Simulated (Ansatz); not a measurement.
Cd₅CuS₄I₄⁺. The state is a triplet with charge 1. Geometry PBE-D4/def2-SVP, that of the neutral doublet; atoms count from 1.

Cartesian coordinates in Å:
```
Cu 0.757 -2.032 -0.260
Cd -1.045 -0.134 -2.286
Cd -1.118 0.226 1.743
Cd 1.714 -0.932 2.483
Cd -0.314 2.606 -0.173
Cd 2.120 0.439 -0.478
S -1.398 -1.492 -0.070
S 2.895 -1.777 0.474
S 0.852 1.757 -2.154
S 1.178 1.549 1.773
I 0.703 -2.419 -2.865
I -3.170 0.938 -3.554
I -0.440 -1.334 4.184
I -2.733 2.606 1.184
```

In the def2 sets Cd, I take a core potential; there is no spin–orbit coupling. Single mean-field runs in def2-TZVP are fitted with def2-universal-jkfit.

(1) Estimate the Mulliken populations from the PBE0/def2-TZVP orbitals of Ansatz.

(2) Where does the spin sit?

(3) And the Mayer bond orders between heavy atoms (over 0.3)?

Answers

(1) 
```json
{"atom": "Cu1", "charge (e)": "0.03", "spin (α − β)": "0.35", "d electrons": "9.65"}
{"atom": "Cd2", "charge (e)": "0.69", "spin (α − β)": "-0.06", "d electrons": "10.03"}
{"atom": "Cd3", "charge (e)": "0.67", "spin (α − β)": "0.00", "d electrons": "10.04"}
{"atom": "Cd4", "charge (e)": "0.74", "spin (α − β)": "0.01", "d electrons": "10.02"}
{"atom": "Cd5", "charge (e)": "0.70", "spin (α − β)": "0.00", "d electrons": "10.02"}
{"atom": "Cd6", "charge (e)": "0.72", "spin (α − β)": "-0.01", "d electrons": "10.01"}
{"atom": "S7", "charge (e)": "-0.39", "spin (α − β)": "0.42", "d electrons": "–"}
{"atom": "S8", "charge (e)": "-0.41", "spin (α − β)": "0.12", "d electrons": "–"}
{"atom": "S9", "charge (e)": "-0.56", "spin (α − β)": "0.05", "d electrons": "–"}
{"atom": "S10", "charge (e)": "-0.67", "spin (α − β)": "0.03", "d electrons": "–"}
{"atom": "I11", "charge (e)": "-0.07", "spin (α − β)": "0.38", "d electrons": "–"}
{"atom": "I12", "charge (e)": "0.05", "spin (α − β)": "0.67", "d electrons": "–"}
{"atom": "I13", "charge (e)": "-0.25", "spin (α − β)": "0.01", "d electrons": "–"}
{"atom": "I14", "charge (e)": "-0.25", "spin (α − β)": "0.03", "d electrons": "–"}
```
Mulliken values depend strongly on the basis.

(2) Summed by element: Cu 0.35, Cd -0.07, S 0.62, I 1.09, of 2 unpaired in all. Largest on single atoms: I12 0.67, S7 0.42, I11 0.38.

(3) Cu1–S7 0.86 (2.23 Å); Cu1–S8 0.84 (2.28 Å); Cu1–I11 0.71 (2.63 Å); Cd2–S7 0.45 (2.62 Å); Cd2–S9 0.51 (2.68 Å); Cd2–I11 0.40 (2.93 Å); Cd2–I12 0.67 (2.70 Å); Cd3–S7 0.55 (2.51 Å); Cd3–S10 0.52 (2.65 Å); Cd3–I13 0.44 (2.97 Å); Cd3–I14 0.45 (2.93 Å); Cd4–S8 0.68 (2.48 Å); Cd4–S10 0.43 (2.64 Å); Cd4–I13 0.67 (2.77 Å); Cd5–S9 0.77 (2.45 Å); Cd5–S10 0.40 (2.67 Å); Cd5–I14 0.65 (2.77 Å); Cd6–S8 0.59 (2.53 Å); Cd6–S9 0.68 (2.48 Å); Cd6–S10 0.46 (2.68 Å).
